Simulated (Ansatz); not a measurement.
Total energies of `O[SiH2]OC=S`.

```csv
atom,x (Å),y (Å),z (Å)
O1,-1.3930,1.3373,0.3921
Si2,-0.0127,0.5964,0.8392
O3,0.7622,-0.0954,-0.4731
C4,0.4928,-1.2879,-0.9956
S5,1.1488,-1.8595,-2.3465
H6,-1.3501,2.1252,-0.1519
H7,0.9918,1.5352,1.3767
H8,-0.4134,-0.4768,1.7721
H9,-0.2265,-1.8744,-0.4131
```

Total charge 0; spin multiplicity 1. Geometry: relaxed with PBE0-D4/def2-TZVP. It is one conformer, not always the lowest. Basis def2-TZVPP, Ansatz.

RPA on PBE orbitals: Hartree–Fock energy of these orbitals -876.49943 Eh, correlation -1.47948 Eh (frozen core).

```json
{"functional": "LDA (SPW92)", "energy without D4 (Eh)": "-874.85203", "D4 term (kJ/mol)": "–"}
{"functional": "PBE", "energy without D4 (Eh)": "-878.28847", "D4 term (kJ/mol)": "-19.3"}
{"functional": "revPBE", "energy without D4 (Eh)": "-878.62204", "D4 term (kJ/mol)": "-58.7"}
{"functional": "r2SCAN", "energy without D4 (Eh)": "-878.67093", "D4 term (kJ/mol)": "-4.8"}
{"functional": "B97M-V", "energy without D4 (Eh)": "-878.59797", "D4 term (kJ/mol)": "–"}
{"functional": "PBE0", "energy without D4 (Eh)": "-878.34769", "D4 term (kJ/mol)": "-16.3"}
{"functional": "B3LYP", "energy without D4 (Eh)": "-878.86088", "D4 term (kJ/mol)": "-31.1"}
{"functional": "r2SCANh", "energy without D4 (Eh)": "-878.65481", "D4 term (kJ/mol)": "-5.1"}
{"functional": "r2SCAN0", "energy without D4 (Eh)": "-878.63199", "D4 term (kJ/mol)": "-5.7"}
{"functional": "BHLYP", "energy without D4 (Eh)": "-878.72075", "D4 term (kJ/mol)": "-23.7"}
{"functional": "CAM-B3LYP", "energy without D4 (Eh)": "-878.77000", "D4 term (kJ/mol)": "-16.6"}
{"functional": "LC-ωPBE", "energy without D4 (Eh)": "-878.49031", "D4 term (kJ/mol)": "–"}
{"functional": "ωB97X-V", "energy without D4 (Eh)": "-878.64709", "D4 term (kJ/mol)": "–"}
{"functional": "ωB97M-V", "energy without D4 (Eh)": "-878.71854", "D4 term (kJ/mol)": "–"}
```

**Question.** Give the same for BLYP, HSE06 (plane-wave form), B2PLYP, PBE-QIDH. (An estimate is asked.)

**Answer.** Computed: 
| functional | energy without D4 (Eh) | D4 term (kJ/mol) |
| --- | --- | --- |
| BLYP | -878.77982 | -42.4 |
| HSE06 (plane-wave form) | -878.32518 | -15.2 |
| B2PLYP | -878.44668 | – |
| PBE-QIDH | -878.15238 | – |

B3LYP takes the VWN-RPA correlation (the form of Gaussian; ORCA's B3LYP/G). HSE06 is the plane-wave form, built on full-range PBE exchange. The double hybrids freeze the cores in their second-order part.

LC-ωPBE has ω = 0.4 bohr⁻¹.
